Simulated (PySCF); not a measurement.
# Electronic structure of W²⁺ (tungsten, charge +2) at the UHF level

Configuration: [Xe] 4f14 5d3 6p1, one real determinant (an excited configuration). All numbers are calculated (PySCF 2.14, scalar relativity through the core potential, in aug-cc-pVDZ-PP with ECP60MDF (5s5p4d2f, 54 functions)).

```json
{"Total energy": "-65.621867 hartree", "One-electron energy": "-102.9515 hartree", "Hartree (Coulomb) energy": "43.7659 hartree", "Exchange energy": "-6.4363 hartree", "⟨S²⟩": "6.0030", "⟨L²⟩": "14.040", "Sum of ⟨r⟩": "18.72 bohr", "Sum of ⟨r²⟩": "38.10 bohr²", "Traceless quadrupole moment −½Σ⟨3z² − r²⟩ along its main axis": "-5.24 e·bohr²"}
```

```
shell  electrons  mean orbital energy (hartree)  spread (hartree)  rms radius, mean of both spins (bohr)
 5s α          1                       -4.24615                 0                                   1.15
 5s β          1                       -4.10445                 0                                   1.15
 5p α          3                       -2.77034           0.00207                                   1.33
 5p β          3                       -2.56674           0.01762                                   1.33
 5d α          3                       -1.10081           0.00745                                   1.93
 6p α          1                       -0.62798                 0                                   3.69
```

⟨L²⟩ = 14.04 against 20 for a pure G term, so this real determinant mixes terms. Energies and moments cover only the electrons outside the core potential. Spin-orbit coupling, absent here, splits the open shell strongly.
